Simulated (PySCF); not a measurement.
A series of derivatives of CC[SiH](N)O[SiH3]

Parent skeleton `[CH3:1][CH2:2][SiH:3]([NH2:4])[O:5][SiH3:6]`; one hydrogen on atom 1 is replaced by X. Hydrogens on one atom are averaged.

- geometry: GFN2-xTB
- shielding tensors at PBE0/pcSseg-1 (GIAO)
- code: PySCF
- a single conformation, no relativistic terms, no solvent, rapidly exchanging positions averaged

Scale: TMS for 13C (σ = 186.93 ppm), 29Si (σ = 349.16 ppm), 1H (σ = 31.72 ppm); NH3 for 15N (σ = 267.73 ppm); 17O (σ = 336.08 ppm) vs H2O (reference shieldings calculated alike).

Q: Give δ (ppm) for X = CH2NH2, cPr, COCH3, CONH2, N=CH2, CH=NH, CH=NMe, CN, CH3.

A: 
```
     X                       SMILES    C1    C2    Si3    N4    O5    Si6  H(C1)  H(C2)  H(Si3)
CH2NH2        NCCC[Si@@H](N)O[SiH3]  29.1  19.4  -18.8  26.1  26.8  -46.2   1.48   0.52    5.29
   cPr     N[Si@@H](CCC1CC1)O[SiH3]  32.3  19.2  -26.6  32.4  46.7  -49.6   1.26   0.72    4.81
 COCH3     CC(=O)CC[Si@H](N)O[SiH3]  41.6  18.2  -23.6  23.9  33.3  -46.9   1.91   0.86    5.34
 CONH2     NC(=O)CC[Si@H](N)O[SiH3]  29.8  11.3  -23.8  35.2  51.8  -48.1   2.29   0.80    4.71
 N=CH2       C=NCC[Si@@H](N)O[SiH3]  61.8  24.8  -21.7  25.9  28.6  -45.7   3.65   1.06    5.34
 CH=NH  [H]/N=C\CC[Si@@H](N)O[SiH3]  41.4  12.9  -29.6  41.9  46.1  -48.5   2.36   0.80    4.69
CH=NMe    C/N=C/CC[Si@@H](N)O[SiH3]  35.2  16.6  -22.0  34.6  28.3  -45.1   2.56   0.63    5.38
    CN        N#CCC[Si@H](N)O[SiH3]  11.2  18.4  -23.2  30.8  22.9  -41.7   2.52   0.68    5.05
   CH3          CCC[Si@H](N)O[SiH3]  20.1  22.8  -19.9  27.0  27.1  -46.7   1.37   0.53    5.26
```

Q: Which position responds most, and to which substituents?

A: C1: from 11.2 ppm with CN to 61.8 ppm with N=CH2.

Experimental scales use liquid or dissolved standards, which lie at an offset from isolated NH3 (liquid NH3: subtract about 20 ppm) and H2O (liquid H2O: subtract about 36 ppm).
